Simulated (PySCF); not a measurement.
Method: PySCF with PBE-D3(BJ)/def2-TZVP // PBE0-D4/def2-SVP. Isolated molecules, 0 K electronic values unless said otherwise. 

Reference species: [In(H)3(NCH)] (neutral, multiplicity 1).

- HOMO = -6.22 eV
- dipole moment = 5.37 D

Changed species: [In(H)3(CO)] (adduct with CO; the reference has adduct with NCH).

**Question.** Give the shifts of the HOMO and dipole moment.

**Answer.** the HOMO decreases by 0.56 eV, to -6.78 eV; the dipole moment drops by 3.77 D, to 1.60 D.
